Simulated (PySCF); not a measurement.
**Electron correlation in Pt⁺ (platinum, charge +1)**

[Xe] 4f14 5d8 6p1, one real determinant (an excited configuration). All numbers are calculated (PySCF 2.14, the spin-free X2C one-electron Hamiltonian (Gaussian nucleus), in ANO-RCC-VTZP). Frozen: [Xe] 4f14; 9 electrons correlated.

```tsv
level	correlation energy (mhartree)
CCSD	-216.81
(T)	-9.19
CCSD(T)	-226.00
```

Diagnostics: T1 = 0.011, D1 = 0.0316, largest double amplitude 0.067.

The real determinant used has ⟨L²⟩ near 14 against 20 for a pure G term, so it mixes terms. Spin-orbit coupling, absent here, splits the open shell strongly.

Cost of the coupled-cluster step: roughly 11 core-seconds, for 9 correlated electrons.

The basis was made for the ground configuration and has no added diffuse functions, which can raise the energy of the promoted electron.

The reference is one real determinant that mixes LS terms of this configuration.
